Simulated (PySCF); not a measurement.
Hf(Me)3(H) (C3H10Hf), SMILES [CH3][HfH]([CH3])[CH3], multiplicity 1.

Coordinates come from a PBE0-D3(BJ)/def2-SVP optimisation. The multiplicity is an assumed one; other spin states were not compared. The def2 effective core potentials stand for the cores of Hf; spin–orbit coupling is left out.

Two levels are set side by side: TDDFT-PBE/def2-SVPD (PySCF) and TDDFT-B3LYP/def2-SVPD (PySCF). Vertical, same geometry. The lowest singlet is HOMO→LUMO 50 %, HOMO−1→LUMO+1 50 % with PBE and HOMO−2→LUMO 36 %, HOMO−1→LUMO 31 %, HOMO→LUMO+1 29 % with the other functional; states are paired by order. Differences are taken from unrounded values.

```
quantity                              TDDFT-B3LYP  TDDFT-PBE  TDDFT-PBE minus TDDFT-B3LYP
------------------------------------  -----------  ---------  ---------------------------
lowest singlet excitation (eV)               4.89       4.55                        -0.34
lowest triplet excitation (TDA) (eV)         4.62       4.31                        -0.31
```

Functionals without exact exchange tend to place singlet excitations lower, as here. Differences between two approximate levels are no errors against the true value.

Rough cost on one machine, each run with all the roots and properties that it gave: TDDFT-B3LYP against TDDFT-PBE about 3 times.
